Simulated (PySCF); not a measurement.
C2H6Se. Atoms are numbered in the order given.

```xyz
9

C     -1.4653     0.0000    -0.8263
Se     0.0000     0.0000     0.4769
C      1.4653     0.0000    -0.8263
H     -1.4168     0.8938    -1.4449
H     -2.3942     0.0000    -0.2599
H     -1.4168    -0.8938    -1.4449
H      1.4168    -0.8938    -1.4449
H      1.4168     0.8938    -1.4449
H      2.3942     0.0000    -0.2599
```

Geometry optimised at B3LYP-D3(BJ)/def2-TZVP.

Level of theory: PBE/pcSseg-1 (PySCF).

GIAO shieldings, no solvent; atoms alike by connectivity are averaged. δ = σ(ref) − σ: ¹³C against TMS (σ = 182.0 ppm); ¹H against TMS (σ = 31.49 ppm), references at their B3LYP-D3(BJ)/def2-TZVP geometries, non-relativistic.

```
nucleus                   atoms  count  δ (ppm)
-------  ----------------------  -----  -------
¹³C                      C1, C3      2     18.3
¹H       H4, H5, H6, H7, H8, H9      6     1.82
```
